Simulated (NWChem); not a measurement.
Molecule: CH$_{5}$ClSi; SMILES C[SiH2]Cl

Program: NWChem. Coordinates come from a PBE-D3(BJ)/def2-SVP optimisation. Field at 589 nm.

Question: Estimate the computed values for B3LYP/aug-cc-pVDZ. Quantities: isotropic polarisability (bohr³); anisotropy (bohr³).

Answer: 
* **isotropic polarisability (bohr³)**: 57.5
* **anisotropy (bohr³)**: 13.4
